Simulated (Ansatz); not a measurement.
Input file for Ansatz (an electronic-structure program): R-CCSD(T)/cc-pVDZ on BH4NO2 (SMILES NB(O)O), a point of a torsion scan.

Ansatz 0.2 input:
```yaml
crystal:
  periodic: [false, false, false]
  atoms:
    - {symbol: N, position_ang: [1.15226437, -0.31498234, 0.30545248]}
    - {symbol: B, position_ang: [-0.24629174, -0.09211588, -0.03335029]}
    - {symbol: O, position_ang: [-0.66662289, 0.52967268, -1.18080963]}
    - {symbol: O, position_ang: [-1.18451674, -0.41520498, 0.87894921]}
    - {symbol: H, position_ang: [1.59392979, 0.41294563, 0.84242895]}
    - {symbol: H, position_ang: [1.74412076, -0.47403368, -0.50102450]}
    - {symbol: H, position_ang: [0.00656316, 0.76182505, -1.81794880]}
    - {symbol: H, position_ang: [-2.07600702, -0.20670421, 0.59871336]}
basis:
  gaussian:
    orbitals: cc-pVDZ
magnetization: {spin_polarized: false}
correlation: {method: ccsd_t, electrons: outside_noble_gas}
scf: {lower_state_search: off}
```

The log:

```
WARN ansatz: RAYON_NUM_THREADS=1 ignored (pool sized by the plan → 1); use --threads N
Functional definition: HF
these checks for a lower state are left out or cut short: stability, starts, cluster_reference, orbital_swaps, neighbouring_geometries, increment
integrals: 0.05 GiB planned
697 factors; integrals over basis functions are off by at most 1.2e-3 eV
mean field: 0.13 GiB planned
mean field evaluation 1: about -6291.1331 eV, gradient 4.6e1 eV
mean field evaluation 2: about -6291.1354 eV, gradient 4.6e1 eV
mean field evaluation 4: about -6295.2013 eV, gradient 2.8e0 eV
mean field evaluation 8: about -6295.2280 eV, gradient 1.9e-4 eV
mean field -6295.22797957 eV, -231.3453611903 hartree, gradient 2.8e-6 eV, S^2 0.000000; 0 other end points of the search recorded, 0 dependent functions left out
4 core orbitals not correlated
reference -6295.22797957 eV, -231.3453611903 hartree; 12, 12 occupied and 60, 60 virtual orbitals, 697 factors
second order -17.01020870 eV of doubles, -0.00000000 eV of singles
coupled cluster: 0.20 GiB planned
cycle   1  -17.24635969 eV  change   -2.4e-1 eV  update   8.3e-2
cycle   2  -17.59412778 eV  change   -3.5e-1 eV  update   2.3e-2
cycle   3  -17.68675277 eV  change   -9.3e-2 eV  update   1.2e-2
cycle   4  -17.67960159 eV  change    7.2e-3 eV  update   2.8e-3
cycle   5  -17.67844310 eV  change    1.2e-3 eV  update   1.1e-3
cycle   6  -17.67859741 eV  change   -1.5e-4 eV  update   3.2e-4
cycle   7  -17.67843549 eV  change    1.6e-4 eV  update   1.0e-4
cycle   8  -17.67837695 eV  change    5.9e-5 eV  update   3.6e-5
cycle   9  -17.67838159 eV  change   -4.6e-6 eV  update   1.6e-5
perturbative correction -0.41076941 eV, -0.0150954974 hartree
Total energy: -6313.31713057 eV, -232.0101252283 hartree
Checks for a lower state left out: stability, starts, cluster_reference, orbital_swaps, neighbouring_geometries, increment
```

Self-consistency was reached.

Cost: about 6 core-seconds (a rough figure).
